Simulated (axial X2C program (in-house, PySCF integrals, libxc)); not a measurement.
# Low determinants of PtH at the PBE0 level, 2c

All values were computed with an axial X2C code built on PySCF integrals. Two-component (2c) means X2C with spin–orbit coupling and atomic mean-field two-electron Coulomb and Gaunt terms. Basis: Pt dyall-cv3z [13s14p9d6f4g], H dyall-v3z [6s2p1d] (cores contracted in-house); Gaussian nuclei, density fitting, unrestricted open shells. Masses: Pt 194.965 u, H 1.008 u.

Search at 1.550 Å (vertical energies from the lowest determinant):

| ΔE (eV) | state | electrons beyond evenly filled partner blocks | electrons in ±ω = 1/2, 3/2, 5/2, 7/2 |
| --- | --- | --- | --- |
| 0.00 | Ω = 5/2 | ω = 5/2 | 44 24 9 2 |
| 0.17 | Ω = 1/2 | ω = 1/2 | 43 24 10 2 |
| 0.41 | Ω = 3/2 | ω = 3/2 | 44 23 10 2 |
| 2.40 | Ω = 7/2 | 2 × ω = 1/2, ω = 5/2 | 44 24 9 2 |
| 2.78 | Ω = 5/2 | 2 × ω = 1/2, ω = 3/2 | 44 23 10 2 |
| 2.87 | Ω = 1/2 | 2 × ω = -1/2, ω = 3/2 | 44 23 10 2 |
| 3.03 | Ω = 9/2 | ω = 1/2, ω = 3/2, ω = 5/2 | 45 23 9 2 |

Lowest determinant, Ω = 5/2 (⟨Sz⟩ = 0.50, ⟨Lz⟩ = 2.00 at PBE0): Re = 1.526 Å, ωe = 2360.7 cm⁻¹.

The determinant in row 2 of the search, Ω = 1/2 (⟨Sz⟩ = 0.41, ⟨Lz⟩ = 0.09 at PBE0), was followed along the bond at PBE0; measured from the minimum of the lowest determinant it gives:

Te = 0.168 eV (1354 cm⁻¹), Re = 1.528 Å, ωe = 2350.0 cm⁻¹.

**Question.** Compare the bond of the determinant in row 2 with that of the lowest one.

**Answer.** At PBE0 its Re is 0.002 Å longer and its force constant, which goes as ωe², is 0.99 times that of the lowest determinant. T0 ≈ Te + Δωe/2 = 1354 + (-5) = 1349 cm⁻¹.

The search compares states at one distance, so a state with another bond length can lie lower; it is not exhaustive and yields mostly the lowest determinant of each block pattern, so other components and higher states of one pattern are missing. These are energies of single determinants, not of spin-adapted states; PBE0 term energies can be off by some tenths of an eV, and the functional has no current term. The lowest determinant need not be the ground state where others lie within half an eV.
